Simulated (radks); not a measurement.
The numbers below are computed, except where a source is named.
Problem. Tc2+, configuration [Kr] 4d4 5s1 (not the ground configuration). Code: a radial shooting solver on a logarithmic mesh with Libxc functionals. Model: non-relativistic Kohn-Sham, RPBE, spin-polarised, spherical densities, point nucleus; open shells are filled with parallel spins first (spin-orbit coupling, left out, can overturn this in heavy ions); relativity is left out, which matters for an element this heavy. Some entries of the table are withheld. Estimate them.

orbital,occ.,eigenvalue (eV),r(max) (bohr)
1s up,1,-20341.23,0.02344
1s down,1,-20341.22,0.02344
2s up,1,-2869.523,0.1308
2s down,1,-2868.902,0.1308
2p up,3,-2650.507,0.1029
2p down,3,-2650.054,0.1029
3s up,1,-515.3409,0.3834
3s down,1,-515.0495,0.3835
3p up,3,-430.3803,0.3706
3p down,3,-430.0328,0.3707
3d up,5,-274.6506,0.3115
3d down,5,-274.0933,0.3117
4s up,1,-90.8987,0.9748
4s down,1,-87.7691,0.9707
4p up,3,-65.9993,(1)
4p down,3,-62.6828,(2)
4d up,4,-27.4888,1.235
4d down,0,-23.9784,1.224
5s up,1,-20.1016,2.488
5p up,0,-14.7466,2.879

Solution. 
(1) 4p up r(max) (bohr): 1.033
(2) 4p down r(max) (bohr): 1.027
